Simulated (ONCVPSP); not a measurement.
Reading a pseudo-wave (C (Z = 6))

Columns: radius, all-electron u(r) and pseudo u(r) of the 2p shell (level -5.34 eV) of carbon in the configuration [He] 2s1.75 2p2.25; BLYP, scalar-relativistic, ONCV scheme, ONCVPSP 4.0.1.

| r (bohr) | all-electron | pseudo |
| --- | --- | --- |
| 0.132 | 0.0767 | 0.0237 |
| 0.265 | 0.2194 | 0.0922 |
| 0.398 | 0.3621 | 0.1955 |
| 0.530 | 0.4812 | 0.3185 |
| 0.663 | 0.5733 | 0.4471 |
| 0.795 | 0.6385 | 0.5643 |
| 0.928 | 0.6807 | 0.6603 |
| 1.060 | 0.7027 | 0.7265 |
| 1.193 | 0.7087 | 0.7622 |
| 1.325 | 0.7024 | 0.7694 |
| 1.458 | 0.6871 | 0.7538 |
| 1.590 | 0.6656 | 0.7228 |
| 1.723 | 0.6396 | 0.6827 |
| 1.855 | 0.6110 | 0.6399 |
| 1.988 | 0.5806 | 0.5975 |
| 2.120 | 0.5498 | 0.5582 |
| 2.252 | 0.5190 | 0.5223 |
| 2.385 | 0.4884 | 0.4893 |
| 2.518 | 0.4585 | 0.4586 |
| 2.650 | 0.4299 | 0.4299 |
| 2.782 | 0.4025 | 0.4025 |
| 2.915 | 0.3761 | 0.3761 |
| 3.048 | 0.3510 | 0.3510 |
| 3.180 | 0.3274 | 0.3274 |
| 3.312 | 0.3051 | 0.3051 |
| 3.445 | 0.2840 | 0.2840 |

**Question.** How many radial nodes do the two functions have?

**Answer.** The all-electron 2p function has n − l − 1 = 0; the pseudo-wave has 0.

**Question.** At about which radius was the pseudo-wave matched?

**Answer.** 2.65 bohr, where the columns begin to agree (steps of 0.13 bohr).

**Question.** Where does each function peak?

**Answer.** Outermost all-electron maximum near 1.19 bohr, pseudo maximum near 1.32 bohr (to the table’s step).

**Question.** Is the pseudo-wave norm-conserving?

**Answer.** Yes: the ONCV scheme keeps the norm inside the radius equal to the all-electron one, which fixes the energy derivative of the logarithmic derivative at the level.
